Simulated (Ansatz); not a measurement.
input.yaml

```yaml
crystal:
  periodic: [false, false, false]
  atoms:
    - { symbol: Ti, position_ang: [-0.06905, -0.278864, 0.490946] }
    - { symbol: F, position_ang: [-0.703726, -1.597503, 1.460508] }
    - { symbol: F, position_ang: [1.662899, -0.207216, 0.339193] }
    - { symbol: F, position_ang: [-0.892592, 1.257331, 0.69479] }
    - { symbol: F, position_ang: [-0.567887, -0.74028, -1.107421] }
    - { symbol: O, position_ang: [0.45379, 0.339288, 2.721943] }
    - { symbol: H, position_ang: [-0.395936, 0.426144, 3.208943] }
magnetization:
  spin_polarized: true
  initial_magnetization: 1
basis:
  gaussian: { orbitals: def2-SVP }
hamiltonian:
  xc: b3lyp
  dispersion: d4
md:
  timestep: 0.5
  n_steps: 152
  ensemble: nve
  temperature: 300.0
  initial_velocities: maxwell_boltzmann
  seed: 11607
```

Launched with:

```bash
$ ansatz run input.yaml --threads 4 --pin off --max-ram 5120MiB --backend cpu --events-out ev --progress --plain --runs-dir out
```

Hardware: 4 threads of Arm Neoverse V2 (shared host).

Roughly how long does this run take, and how much memory?

7.3 min, with a peak of 0.41 GiB, for 153 ionic steps.
